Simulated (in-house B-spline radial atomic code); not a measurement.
**Functionals against successive ionisation energies: Kr to Kr³⁺**

Ionisation energies as differences of self-consistent total energies from an all-electron radial atomic-structure program (B-spline basis): all electrons, radial basis limit, scalar-relativistic (one-electron X2C), spin-polarised at highest spin, spherical densities; exact exchange is averaged over the determinants of each configuration. No spin-orbit coupling, Breit or QED terms. NIST's values run from ground level to ground level, so in open shells the differences also hold multiplet and fine-structure energies that spherical high-spin averages miss. Columns give computed minus NIST, in eV; a star marks a semi-empirical value. Species are left out where the tabulated value is theory, is uncertain by more than 0.12 eV, or (13 ions, such as In⁴⁺, Te⁴⁺ and Bi⁴⁺) lies off its series for all methods alike, which flatters the means a little.

```json
{"species": "Kr", "shell": "4p", "NIST (eV)": "14.00", "PBEsol": "+0.07", "RPBE": "+0.03", "r2SCAN": "+0.43", "TPSSh": "+0.20", "wB97X": "-0.03"}
{"species": "Kr⁺", "shell": "4p", "NIST (eV)": "24.36", "PBEsol": "+0.04", "RPBE": "-0.05", "r2SCAN": "+0.21", "TPSSh": "+0.09", "wB97X": "-0.06"}
{"species": "Kr²⁺", "shell": "4p", "NIST (eV)": "35.84 ± 0.02", "PBEsol": "-0.43", "RPBE": "-0.60", "r2SCAN": "-0.67", "TPSSh": "-0.49", "wB97X": "-0.11"}
{"species": "Kr³⁺", "shell": "4p", "NIST (eV)": "50.85 ± 0.1", "PBEsol": "+0.26", "RPBE": "+0.24", "r2SCAN": "+0.87", "TPSSh": "+0.49", "wB97X": "+0.08"}
```

**Question.** How do the methods rank, and which species is hardest?

**Answer.** Mean absolute (signed) differences: wB97X 0.07 (-0.03) eV; PBEsol 0.20 (-0.02) eV; RPBE 0.23 (-0.09) eV; TPSSh 0.32 (+0.07) eV; r2SCAN 0.55 (+0.21) eV. For Kr²⁺, which loses a 4p electron, the nearest method is off by -0.11 eV, the largest such miss.
